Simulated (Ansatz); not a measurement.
The cluster AgI₂. Charge 0, multiplicity 2. Geometry PBE0-D4/def2-TZVP, basis def2-TZVP, Ansatz.

```csv
atom,x (Å),y (Å),z (Å)
Ag1,-0.0004,0.0003,0.0006
I2,-0.1294,-2.3070,1.1339
I3,0.1298,2.3067,-1.1344
```

```json
{"run": "A", "HOMO (eV)": "-8.55", "LUMO (eV)": "-4.84"}
{"run": "B", "HOMO (eV)": "-7.31", "LUMO (eV)": "-6.19"}
{"run": "C", "HOMO (eV)": "-6.69", "LUMO (eV)": "-6.51"}
{"run": "D", "HOMO (eV)": "-8.58", "LUMO (eV)": "-3.08"}
{"run": "E", "HOMO (eV)": "-7.37", "LUMO (eV)": "-6.09"}
```

In the def2 sets Ag, I take a core potential; there is no spin–orbit coupling. B3LYP takes the VWN-RPA correlation. The structure comes from a short search, and lower isomers may exist.

HOMO and LUMO are taken over both spins.

Problem. The runs used B3LYP, HF, PBE0, r2SCAN, ωB97M-V. Estimate which is which.

Solution. A ωB97M-V (range-separated); B B3LYP (20 % exact exchange); C r2SCAN (0 % exact exchange); D HF (100 % exact exchange); E PBE0 (25 % exact exchange). Exact exchange lowers occupied and raises empty levels; among semilocal functionals meta-GGAs tend to open the gap a little, and such runs are hard to tell apart. The gap grows from 0.17 eV (r2SCAN) to 5.50 eV (HF).
